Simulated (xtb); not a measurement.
SiClH₂I, SMILES Cl[SiH2]I. All values are semi-empirical tight-binding results from xtb (GFN2-xTB unless named), good for trends rather than for accurate numbers. Geometry: GFN2-xTB.

```json
{
  "point_group_as_xtb_finds_it": "Cs",
  "orbital_gap": "5.40 eV",
  "zero_point_energy": "11.9 kcal/mol",
  "G − E(el) at 298.15 K (modified RRHO)": "-7.1 kcal/mol",
  "static polarisability (D4 model)": "75.4 bohr³",
  "solvation energy, GFN2-xTB/ALPB(water)": "-1.3 kcal/mol",
  "solvation energy, GFN2-xTB/ALPB(ch2cl2)": "-4.7 kcal/mol"
}
```
